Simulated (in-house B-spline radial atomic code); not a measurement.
## Ionising Bi5+ with different functionals

Computed with an all-electron radial atomic-structure program (B-spline basis): scalar-relativistic (spin-free X2C) Hamiltonian, Fermi nucleus of rms radius 5.5211 fm, spin-polarised at highest spin, spherical fractional occupations for the functionals, the average over the highest-spin determinants for Hartree-Fock. The ionisation energy is the difference of two self-consistent energies, [Xe] 4f14 5d10 → [Xe] 4f14 5d9, without Breit or QED terms; ε is the level of the shell that loses the electron (its least bound occupied spin orbital). There is no spin-orbit coupling in this Hamiltonian.

Hybrids are left out here: with spherical fractional occupations of an open shell their exact exchange keeps a self-interaction that integer-occupation calculations don't have.

```csv
method,rung,ΔSCF (eV),-ε(5d) (eV)
Hartree-Fock,Hartree-Fock,88.03,89.32
LDA VWN5,LDA,89.36,80.83
LDA PW92,LDA,89.35,80.82
LDA exchange-only,LDA,87.46,78.99
PBE,GGA,?,?
PBEsol,GGA,89.09,80.58
BLYP,GGA,?,?
RPBE,GGA,89.00,80.50
PW91,GGA,89.16,80.64
BP86,GGA,89.15,80.64
AM05,GGA,89.12,80.59
OLYP,GGA,89.41,80.89
TPSS,meta-GGA,89.09,80.60
SCAN,meta-GGA,89.51,81.08
r2SCAN,meta-GGA,89.55,81.12
revTPSS,meta-GGA,89.09,80.59
```

Task: What does PBE give?

Result: ΔSCF 89.07 eV, and -ε(5d) = 80.56 eV.

Task: What does BLYP give?

Result: ΔSCF 88.86 eV, and -ε(5d) = 80.35 eV.

Task: How do they compare with the NIST value?

Result: NIST lists 88.4 eV ± 0.7 (semi-empirical, ground level to ground level). Errors run from -0.94 to +1.15 eV; all lie within about twice that uncertainty, so the table can't rank the methods. Hartree-Fock also lacks correlation.
